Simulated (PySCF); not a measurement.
## A small calculation by hand: dipole moment from atomic charges

Cl3HSTi, SMILES [Cl][Ti]([SH])([Cl])[Cl], multiplicity 1. Atoms are numbered in the order given.

```xyz
6

Ti    -0.0580     0.0079     0.0000
Cl    -0.3087     1.2449    -1.7756
Cl    -0.3087     1.2449     1.7756
Cl    -1.3693    -1.7159     0.0000
S      2.0311    -0.8579     0.0000
H      2.5548     0.3966     0.0000
```

The structure is a stationary point at B3LYP-D3(BJ)/def2-SVP. The multiplicity is an assumed one; no other spin state was optimised. The structure was generated by enumeration; whether it is a known compound was not checked. Other conformers were not sampled.

Charges (e) from M06-2X/def2-TZVP in PySCF:

| atom | ESP fit | Mulliken |
|---|---|---|
| Ti1 | 0.267 | 0.948 |
| Cl2 | -0.112 | -0.285 |
| Cl3 | -0.112 | -0.285 |
| Cl4 | -0.041 | -0.271 |
| S5 | -0.200 | -0.301 |
| H6 | 0.197 | 0.194 |

The dipole moment of the full density is 0.97 D.

Problem. What dipole moment does each set of point charges give, and which comes closer to that of the density?

Solution. 
μ = Σ q r, and 1 e Å = 4.8032 D.
ESP fit: Σ q r = (0.207, 0.043, 0.000) e Å, |μ| = 1.02 D.
Mulliken: Σ q r = (0.376, 0.098, 0.000) e Å, |μ| = 1.87 D.
ESP fit comes closer in size. Point charges leave out the atoms' own dipoles (lone pairs, polarised bonds); fits to the potential absorb them, partitions of the density don't.
